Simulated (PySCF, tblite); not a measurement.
Compound: C5H13FSSi.
Atom-mapped SMILES: `[CH3:1][SiH2:2][CH2:3][C@@H:4]([CH3:5])[S:6][CH2:7][F:8]` (hydrogens: H9, H10, H11 on C1; H12, H13 on Si2; H14, H15 on C3; H16 on C4; H17, H18, H19 on C5; H20, H21 on C7)

Geometry (GFN2-xTB, Å), atoms numbered from 1 in this order:
```
atom  x, y, z in Å
C1    -3.491    0.020    0.928
Si2   -1.953   -0.677    0.069
C3    -0.568    0.633    0.167
C4     0.807    0.099   -0.185
C5     0.936   -0.300   -1.642
S6     2.061    1.410    0.214
C7     3.483    0.361    0.598
F8     3.299   -0.345    1.751
H9    -3.830    0.939    0.459
H10   -3.300    0.237    1.975
H11   -4.310   -0.691    0.885
H12   -1.502   -1.903    0.741
H13   -2.266   -0.987   -1.333
H14   -0.530    1.032    1.182
H15   -0.794    1.478   -0.487
H16    1.062   -0.737    0.470
H17    0.277   -1.139   -1.856
H18    0.661    0.533   -2.285
H19    1.955   -0.596   -1.882
H20    4.345    1.016    0.735
H21    3.651   -0.363   -0.205
```

Level of theory: PBE0/pcSseg-1 in PySCF (dipole) on a GFN2-xTB geometry, gas phase.

Masses are those of the commonest isotopes; rigid-rotor values at the optimised geometry. The values belong to one conformer with, in the numbering `[CH3:1][SiH2:2][CH2:3][C@@H:4]([CH3:5])[S:6][CH2:7][F:8]`, C1–Si2–C3–C4 166°, Si2–C3–C4–C5 67°, C3–C4–S6–C7 151°, C4–S6–C7–F8 -68°.

(1) Give the principal moments of inertia and the rotational constants in GHz.

(2) What kind of rotor is it?

(3) Is it planar, by Δ = Ic − Ia − Ib?

(4) Give the other two planar moments, Paa and Pbb, and the rms extents of the mass along the axes.

(5) List the rotational levels J(Ka,Kc) to J = 5 (MHz).

(6) Predict some low-J microwave lines.

(7) Estimate the classical rotational partition function at 10 K, 298.15 K and 500 K.

Results:

(1) Ia = 195.47, Ib = 905.36, Ic = 943.26 u·Å²; 505379 MHz·u·Å²/I gives 2585, 558.2 and 535.8 MHz, that is A = 2.5854, B = 0.5582, C = 0.5358 GHz.

(2) A near-prolate asymmetric top. Ray's parameter κ = (2B − A − C)/(A − C) = -0.978; −1 is the prolate and +1 the oblate limit.

(3) Not planar: Δ = Ic − Ia − Ib = -157.58 u·Å². For a rigid frame Δ = −2 Σ m c², so Σ m c² = 78.79 u·Å² lies off the ab plane: 15.50 from hydrogen and 63.29 from heavier atoms. The atom farthest from that plane is 1.69 Å away.

(4) Paa = Σ m a² = (Ib + Ic − Ia)/2 = 826.57 and Pbb = Σ m b² = (Ia + Ic − Ib)/2 = 116.68 u·Å². With the mass M = 152.05 u, the rms extents √(P/M) along a, b and c are 2.33, 0.88, 0.72 Å.

(5) Above 0(0,0):
J = 1: 1(0,1) 1094, 1(1,1) 3121, 1(1,0) 3144
J = 2: 2(0,2) 3282, 2(1,2) 5287, 2(1,1) 5354, 2(2,1) 11436, 2(2,0) 11436
J = 3: 3(0,3) 6563, 3(1,3) 8535, 3(1,2) 8669, 3(2,2) 14718, 3(2,1) 14718, 3(3,1) 24910, 3(3,0) 24910
J = 4: 4(0,4) 10937, 4(1,4) 12866, 4(1,3) 13090, 4(2,3) 19093, 4(2,2) 19096, 4(3,2) 29286, 4(3,1) 29286, 4(4,1) 43554, 4(4,0) 43554
J = 5: 5(0,5) 16403, 5(1,5) 18279, 5(1,4) 18615, 5(2,4) 24563, 5(2,3) 24569, 5(3,3) 34757, 5(3,2) 34757, 5(4,2) 49025, 5(4,1) 49025, 5(5,1) 67370, 5(5,0) 67370
The levels of one J sum to (2J + 1)J(J + 1)(A + B + C)/3.

(6) The dipole components are |μa| = 0.64 D, |μb| = 1.19 D, |μc| = 0.43 D. The squared components, which scale the intensities, stand as 0.29 : 1.00 : 0.13 (a : b : c). Some lines, for components of 0.1 D or more:

| type | branch | J(Ka,Kc) | MHz | lower level (cm⁻¹) |
| --- | --- | --- | --- | --- |
| a | R | 1(0,1) ← 0(0,0) | 1094 | 0.000 |
| c | R | 1(1,0) ← 0(0,0) | 3144 | 0.000 |
| a | R | 3(1,2) ← 2(1,1) | 3315 | 0.179 |
| c | R | 3(1,2) ← 2(0,2) | 5388 | 0.109 |
| b | Q | 3(2,1) ← 3(1,2) | 6049 | 0.289 |
| b | Q | 3(2,2) ← 3(1,3) | 6183 | 0.285 |
| b | R | 2(2,1) ← 1(1,0) | 8292 | 0.105 |
| c | R | 2(2,0) ← 1(1,0) | 8292 | 0.105 |
| b | R | 2(2,0) ← 1(1,1) | 8315 | 0.104 |
| b | R | 3(2,2) ← 2(1,1) | 9364 | 0.179 |
| c | R | 3(2,2) ← 2(1,2) | 9431 | 0.176 |
| b | R | 3(2,1) ← 2(1,2) | 9432 | 0.176 |
| c | Q | 3(3,1) ← 3(2,1) | 10191 | 0.491 |
| b | Q | 3(3,0) ← 3(2,1) | 10191 | 0.491 |
| b | Q | 3(3,1) ← 3(2,2) | 10192 | 0.491 |
| b | R | 3(3,1) ← 2(2,0) | 13474 | 0.381 |
| b | R | 3(3,0) ← 2(2,1) | 13474 | 0.381 |

(7) Point group C1, symmetry number σ = 1; q = (√π/σ)·√((kT/h)³/(ABC)), k/h = 20836.6 MHz/K: 6060 at 10 K, 987000 at 298.15 K, 2140000 at 500 K.

Its GFN2-xTB frequencies are all real (lowest 30 cm⁻¹). Zero-point vibration and centrifugal distortion are left out. A rigid rotor knows nothing of internal rotation, which can split or shift real lines.

On one thread of an Arm Neoverse N1, on a shared host, this took 92 s (grids of density and orbitals included) and 0.96 GiB of memory at its peak. This is the PBE0/pcSseg-1 job that gave the dipole, with the shieldings it also computed.
